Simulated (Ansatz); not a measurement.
Molecule: sum formula SiPH4 (charge -1, singlet). It need not be the lowest isomer of its formula. Whether it binds its extra electron was not tested at this geometry. SMILES: [SiH2-]P
Structure (B3LYP-D3(BJ)/def2-TZVP (Ansatz, an electronic-structure program) minimum search):
```xyz
6

Si    -1.1864    -0.2078     0.2992
P      1.1021     0.1832    -0.2754
H     -1.6674     0.5236    -0.9702
H     -1.2308     1.0794     1.1471
H      1.2880    -0.9762    -1.0884
H      1.6884    -0.4665     0.8532
```
Charge -1, spin multiplicity 1.

Parts of the frozen-core correlation energy in STO-3G (Ansatz, hartree). Frozen orbitals: 10; correlated occupied orbitals by spin: 7 and 7; virtual: 5 and 5. Spin-orbit coupling is left out. Non-relativistic.

| term | value |
|---|---|
| reference (HF) | -624.63042 |
| MP2 opposite-spin | ? |
| MP2 same-spin | ? |
| CCSD correlation | -0.10132 |
| (T) | ? |
| FCI minus CCSD(T) | -0.00016 |
| T1 diagnostic | 0.009 |
| largest doubles amplitude | 0.081 |

**Question.** Some entries are withheld; supply them.

**Answer.** 
- MP2 opposite-spin, value: -0.06767
- MP2 same-spin, value: -0.00230
- (T), value: -0.00053
